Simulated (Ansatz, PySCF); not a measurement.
This PySCF input computes a SVWN5/def2-TZVPD energy:

```python
from pyscf import gto, scf, dft

mol = gto.M(
    atom='''
    Sn   -0.00000000   -0.00000000   -1.34613094
    I     0.00000000    0.00000000    1.26993485
    ''',
    basis='def2-tzvpd',
    ecp='def2-tzvp',
    charge=1,
    spin=0,
    verbose=4,
)

mf = dft.RKS(mol, xc='svwn').density_fit(auxbasis='def2-universal-jkfit')
mf.grids.level = 3
mf.conv_tol = 1e-9
mf.max_cycle = 100
mf.max_memory = 1500
mf.kernel()
if not mf.converged:
    mf = mf.newton()
    mf.kernel(mf.make_rdm1())
mf.analyze()
```

**Question.** Write an input for the same energy in Ansatz (a quantum-chemistry and plane-wave program) and say what it gives.

**Answer.** 
Ansatz 0.2 input:
```yaml
crystal:
  periodic: [false, false, false]
  atoms:
    - {symbol: Sn, position_ang: [-0.00000000, -0.00000000, -1.34613094]}
    - {symbol: I, position_ang: [0.00000000, 0.00000000, 1.26993485]}
basis:
  gaussian:
    orbitals: def2-TZVPD
hamiltonian:
  xc: {name: SVWN5}
total_charge: 1
output: {forces: true}
```
It gives -511.05837 Eh, and PySCF -511.05837 Eh, a difference of 0.00 mEh.
